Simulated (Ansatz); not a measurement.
This geometry of Cl3H4N2Ta + H4Si (15 atoms, charge 0, multiplicity 1) is a first-order saddle point.

Level of theory: RKS PBE/def2-SVP in Ansatz.

```xyz
15
Properties=species:S:1:pos:R:3
Ta 0.017 0.033 -0.148
N 2.125 0.303 -0.028
H 2.732 0.081 0.769
H 2.656 0.744 -0.788
N 0.409 -0.433 1.746
H -0.328 -0.907 2.286
H 1.216 -0.255 2.351
Cl 0.513 0.715 -2.380
Cl -1.321 1.932 0.193
Cl -1.848 -1.406 -0.185
Si 1.059 -2.549 -1.094
H 0.742 -3.548 -0.013
H 0.171 -2.773 -2.285
H 2.476 -2.845 -1.552
H 1.785 -0.946 -0.511
```

Question: Which two structures does it join? (They come from a converged band through this point; their orientation in space is the band's.)

Answer: Bonds broken: Si11–H15. Bonds formed: Ta1–Si11, N2–H15. Cl3H4N2Ta + H4Si becomes Cl3H8N2SiTa.

Initial state:

```xyz
15
Properties=species:S:1:pos:R:3
Ta -0.036 0.818 0.244
N 1.862 0.560 -0.113
H 2.562 0.188 0.538
H 2.280 0.770 -1.029
N -0.302 0.243 2.134
H -0.672 -0.675 2.406
H -0.350 0.900 2.921
Cl -1.076 1.642 -1.706
Cl -0.045 2.997 1.175
Cl -0.885 -1.347 -0.249
Si 1.804 -3.589 -1.591
H 1.122 -4.260 -0.434
H 0.827 -3.347 -2.704
H 2.914 -4.474 -2.089
H 2.397 -2.282 -1.143
```

Final state:

```xyz
15
Properties=species:S:1:pos:R:3
Ta -0.076 -0.027 -0.221
N 2.296 0.204 -0.371
H 2.747 -0.105 0.502
H 2.558 1.191 -0.511
N 0.085 -0.865 1.574
H 0.316 -1.819 1.868
H -0.227 -0.310 2.386
Cl 0.199 0.045 -2.590
Cl 0.314 2.151 0.665
Cl -2.386 -0.196 -0.411
Si 0.822 -2.532 -0.761
H 1.107 -3.354 0.487
H -0.174 -3.327 -1.571
H 2.121 -2.563 -1.545
H 2.702 -0.350 -1.140
```

Question: How far does it lie above each of them?

Answer: 1.25 eV above the first and 1.18 eV above the second. This is the barrier of this one path; another mechanism may lie lower. The orbitals stay closed-shell, which can raise the energy where a bond breaks towards radicals; this wasn't checked here.

The run took 8 min on 4 threads of Arm Neoverse V1 (shared host), peak memory 0.31 GiB.
